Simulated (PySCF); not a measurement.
ethylmethylamine (C₃H₉N), SMILES C(NC)C. Atoms are numbered in the order given.

```xyz
13

C     -1.8847    -0.0928     0.2592
C     -0.4820    -0.5212    -0.1518
N      0.4880     0.5291     0.1005
C      1.8469     0.1783    -0.2570
H     -2.1739     0.8319    -0.2635
H     -2.6238    -0.8755     0.0281
H     -1.9374     0.1031     1.3441
H     -0.2210    -1.4808     0.3555
H     -0.4661    -0.7452    -1.2342
H      0.4454     0.8037     1.0816
H      2.5324     0.9994     0.0055
H      1.9200     0.0264    -1.3477
H      2.2271    -0.7519     0.2248
```
Charge 0, spin multiplicity 1.

Geometry: B3LYP-D3(BJ)/def2-SVP. One conformer was computed; it need not be the lowest.

Computed with PBE/pcSseg-1 (PySCF).

GIAO shieldings, no solvent; atoms listed in one row are averaged. δ = σ(ref) − σ: ¹³C against TMS (σ = 182.0 ppm); ¹⁵N against NH3 (σ = 267.0 ppm); ¹H against TMS (σ = 31.49 ppm), references at their B3LYP-D3(BJ)/def2-TZVP geometries, non-relativistic.

Computed chemical shifts:
```
nucleus          atoms  count  δ (ppm)
-------  -------------  -----  -------
¹³C                 C2      1     54.5
¹³C                 C4      1     42.6
¹³C                 C1      1     20.4
¹⁵N                 N3      1     62.6
¹H                  H8      1     2.97
¹H       H11, H12, H13      3     2.86
¹H                  H9      1     2.67
¹H          H5, H6, H7      3     1.45
¹H                 H10      1    -0.42
```
